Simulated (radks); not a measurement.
Spin polarisation of the 2p5 shell in neutral fluorine. Start: [He] 2s2 2p(up 2.5, down 2.5); electrons of 2p are moved from spin down to spin up, other shells keep equal spins. All-electron calculation, scalar-relativistic Kohn-Sham, r2SCAN, spin-polarised, spherical densities, finite nucleus; meta-GGA in the generalised Kohn-Sham scheme; Fermi nuclear charge, rms radius of each element as measured or else 0.836 A^(1/3) + 0.57 fm. Program: a radial shooting solver on a logarithmic mesh with Libxc functionals.

| moment (Bohr magnetons) | E - E(0) (eV) | e(2p up) (eV) | e(2p down) (eV) | 2s down minus up (eV) | 1s down minus up (eV) |
|---|---|---|---|---|---|
| 0 | 0.000 | -11.556 | -11.556 | 0.000 | 0.000 |
| 0.25 | -0.035 | -11.826 | -11.274 | 0.546 | 0.244 |
| 0.5 | -0.138 | -12.086 | -10.980 | 1.093 | 0.487 |
| 0.75 | -0.311 | -12.333 | -10.675 | 1.642 | 0.729 |
| 1 | -0.553 | -12.570 | -10.357 | 2.193 | 0.970 |

At moment 1 the spin-polarisation energy is -0.553 eV and the 2p exchange splitting 2.213 eV, that is 2.213 eV per Bohr magneton; E = -I m^2/4 would give I = 2.211 eV.
